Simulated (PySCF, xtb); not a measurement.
Be(F)2 anion (BeF2), SMILES [F][Be][F] (connectivity only; charge and spin as stated), charge -1, multiplicity 2.

Harmonic wavenumbers (cm⁻¹) from GFN2-xTB (xtb) at its own minimum, in rising order: 246, 500, 632.

### Question
What does PySCF 2.14.0 with B3LYP-D3(BJ)/def2-TZVPD give at its own minimum? (Estimate from the structure and the level; the computed values follow.)

### Answer
321, 757, 1160. Paired by order, the mean absolute difference is 286 cm⁻¹ and the zero-point energies are 2.0 and 3.2 kcal/mol.
